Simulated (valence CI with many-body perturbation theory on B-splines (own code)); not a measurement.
The numbers below are computed, except where a source is named.
Ladder of approximations for F3+

Level of theory: configuration interaction combined with many-body perturbation theory (CI+MBPT): four valence electrons over a frozen Dirac-Fock core [He], a basis of 11 s, 11 p, 9 d, 7 f, 5 g, 2 h, 1 i functions for each j, with the one-electron correlation potential Σ1, the two-electron term Σ2, the three-electron term Σ3, Breit, model QED; selected CI, second order for the rest, scaled by the run's own slope (own B-spline code, finite nucleus).

Set against measurement, 35 paired levels are off by 93 cm⁻¹ on average, the worst by 255. These come from a selection out of Moore, Atomic Energy Levels, vol. I, NSRDS-NBS 35 (1971 reprint of NBS Circular 467, 1949), an old analysis. Levels without a partner in it may be off by more. Among the levels kept, up to 350 cm⁻¹ of a level comes from second order outside the variational space, and about a tenth of that is noise between levels of different J, which matters for small intervals.

Each rung adds one term. CI alone is the Dirac-Coulomb CI over the frozen core; QED comes last and gives the full result, which names the levels. Energies are above 2s2 2p2 3P_0 on the same rung, in cm⁻¹.

```tsv
Level	CI alone	Σ1	Σ2	Σ3	Breit	QED	Full
2s2 2p2 3P_1	245	+3	-1	0	-21	+1	227
2s2 2p2 3P_2	712	+9	-1	0	-108	+2	614
2s2 2p2 1D_2	25353	+53	+114	-115	-82	+2	25325
2s2 2p2 1S_0	53457	+53	+442	-210	-39	-1	53702
2s 2p3 5S°_2	74826	-667	-82	+97	-67	-49	74058
2s 2p3 3D°_3	148968	-571	-239	-102	-120	-50	147886
2s 2p3 3D°_2	148961	-571	-239	-102	-64	-50	147935
2s 2p3 3D°_1	148961	-571	-239	-102	-50	-50	147949
2s 2p3 3P°_2	176285	-533	-130	-162	-64	-50	175347
2s 2p3 3P°_1	176279	-533	-129	-162	-55	-50	175351
2s 2p3 3P°_0	176274	-533	-127	-162	-29	-50	175373
2s 2p3 1D°_2	231124	-522	-1051	-317	-86	-52	229096
2s 2p3 3S°_1	241301	-586	-1743	-347	-63	-55	238506
2s 2p3 1P°_1	259578	-491	-955	-377	-56	-53	257645
2p4 3P_2	351390	-1120	-1379	-286	-62	-103	348440
2p4 3P_1	351830	-1114	-1379	-286	-72	-101	348877
2p4 3P_0	352047	-1112	-1378	-286	-97	-101	349073
2p4 1D_2	370237	-1063	-1152	-288	-85	-101	367548
2s2 2p 3s 3P°_0	415533	+1127	-89	-190	-73	+21	416329
2s2 2p 3s 3P°_1	415783	+1130	-90	-190	-102	+21	416552
2s2 2p 3s 3P°_2	416338	+1137	-91	-190	-164	+23	417053
2p4 1S_0	424900	-953	-1159	-370	-33	-98	422285
2s2 2p 3s 1P°_1	422915	+1134	-212	-191	-137	+22	423531
2s2 2p 3p 1P_1	447332	+1029	-125	-191	-127	+11	447929
2s2 2p 3p 3D_1	451105	+1024	-124	-190	-87	+10	451739
2s2 2p 3p 3D_2	451396	+1027	-127	-190	-116	+11	452002
2s2 2p 3p 3D_3	451875	+1033	-126	-190	-171	+13	452434
2s2 2p 3p 3S_1	456199	+1025	-112	-189	-132	+11	456803
2s2 2p 3p 3P_0	459533	+1005	-168	-188	-92	+9	460098
2s2 2p 3p 3P_1	459725	+1008	-171	-188	-114	+10	460270
2s2 2p 3p 3P_2	460017	+1011	-169	-188	-156	+10	460525
```

The middle columns are the shifts that each term adds.

How does the ionisation energy move along the ladder, and which term matters most?

CI alone 87.062, + Σ1 87.215, + Σ2 87.195, + Σ3 87.172, + Breit 87.161, + QED 87.163 eV. The largest step is Σ1, 0.153 eV. NIST lists 87.175 ± 0.017 eV (semi-empirical).
